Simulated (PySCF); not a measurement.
# What a mistake does to a calculation on BH5O2Si

These are calculations, not measurements. The program is PySCF 2.14.0, an open-source quantum chemistry code, run on an isolated molecule that a program drew, which may never have been made. The molecule is BH5O2Si (charge 0, singlet), drawn as the SMILES string `B[SiH](O)O`.

Each row is a Hartree-Fock (HF) and frozen-core CCSD(T) single point in the cc-pV(D+d)Z basis, meant for a local HF minimum. Run 1 is clean. Each other run has one planted mistake out of seven kinds, and not every kind appears here: one electron removed, one electron added, multiplicity raised by two, geometry at a saddle point, minimal basis STO-3G, one bond length entered in bohr, all coordinates scaled. The reference is restricted for singlets and unrestricted otherwise, and also for a bond in bohr. Adding or removing an electron swaps singlet and doublet. Electrons count all cores. HOMO and LUMO are orbital energies over both spins, the gradient is its largest component, and the lowest frequency (negative if imaginary) is given only where the gradient is small. Bond lengths are over the 8 bonds as drawn. T1 is the CCSD diagnostic: over 0.02 (restricted) or 0.045 (unrestricted) a single reference is doubtful.

Geometry of the clean run:
```xyz
9
BH5O2Si, angstrom
B    -2.0334   -0.1283    2.3874
Si   -0.2245   -0.3985    1.5131
O     0.0848    0.6352    0.2578
O    -0.1587   -1.9121    0.8768
H    -2.6227   -1.0365    2.9031
H    -2.5358    0.9614    2.4581
H     0.8350   -0.2063    2.5412
H     0.2226    1.5522    0.4397
H     0.5484   -2.1139    0.2816
```

| run | electrons | basis functions | <S^2> | HOMO (eV) | LUMO (eV) | gradient (hartree/bohr) | lowest frequency (cm^-1) | mean bond (Å) | longest bond (Å) | T1 | HF (hartree) | CCSD(T) (hartree) | mistake |
|---|---|---|---|---|---|---|---|---|---|---|---|---|---|
| 1 | 40 | 90 | 0.000 | -10.85 | 1.41 | 3.6e-05 | 84 | 1.3883 | 2.027 | 0.0114 | -466.32242 | -466.92475 | no fault |
| 2 | 39 | 90 | 0.775 | -18.65 | -8.63 | 9.0e-02 | - | 1.3883 | 2.027 | 0.0329 | -465.96427 | -466.55828 | one electron removed |
| 3 | 40 | 90 | 2.014 | -7.80 | -1.19 | 5.4e-02 | - | 1.3883 | 2.027 | 0.0195 | -466.20718 | -466.80752 | multiplicity raised by two |
| 4 | 40 | 29 | 0.000 | -8.36 | 6.14 | 4.6e-02 | - | 1.3883 | 2.027 | 0.0100 | -460.55322 | -460.72845 | minimal basis STO-3G |
| 5 | 41 | 90 | 0.760 | -0.40 | 8.71 | 6.3e-02 | - | 1.3883 | 2.027 | 0.0117 | -466.30194 | -466.92305 | one electron added |
| 6 | 40 | 90 | 0.806 | -11.00 | 1.17 | 3.1e-02 | - | 1.4934 | 2.027 | 0.0588 | -466.18403 | -466.77596 | ? |

**Which mistake was planted in run 6, and what did it cost?**

The mean bond changes by a factor of 1.076 and the longest by 1.000, so the molecule wasn't scaled as a whole. A length L in bohr read as angstrom grows by (1/0.5292 - 1) L = 0.890 L. The 8 bonds together grew by 8 x 0.1051 = 0.841 Å, which gives L = 0.945 Å. That is the length of one of the H-O bonds, 0.945 Å in the clean geometry. So the mistake is: one bond length entered in bohr. Subtracting run 1 and multiplying by 627.51 kcal/mol a hartree, the energy moved by 86.8 kcal/mol in HF and 93.4 kcal/mol in CCSD(T).

Cautions from the logs. Run 5: the added electron raises the CCSD(T) energy, so it isn't bound in this basis; run 6: T1 is over the limit, so its CCSD(T) energy is less reliable.
